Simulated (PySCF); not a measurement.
The same groups moved round the core (propene chloro+silyl). Gas-phase values, no solvent. One relaxed conformer stands for each flexible species; it need not be the lowest. Strings in code marks are SMILES.

The numbers are results of PySCF with PBE-D3(BJ)/def2-TZVP // CAM-B3LYP-D3(BJ)/def2-TZVP, not measurements. All candidates: neutral, multiplicity 1. Delta-SCF ions had no search for a lower state. 

- LUMO = -1.53 eV
- vertical ionisation energy (Delta-SCF) = 8.99 eV
- HOMO–LUMO gap = 4.53 eV

Task: Identify which member has these values.
(A) `C/C([SiH3])=C\Cl`
(B) `C/C=C(/[SiH3])Cl`
(C) `C/C(Cl)=C/[SiH3]`
(D) `C/C=C(\[SiH3])Cl`

Result: D, `C/C=C(\[SiH3])Cl`. The others give `C/C(Cl)=C/[SiH3]`: -1.59 eV, 9.20 eV, 4.74 eV; `C/C=C(/[SiH3])Cl`: -1.36 eV, 9.10 eV, 4.84 eV; `C/C([SiH3])=C\Cl`: -1.38 eV, 9.12 eV, 4.87 eV
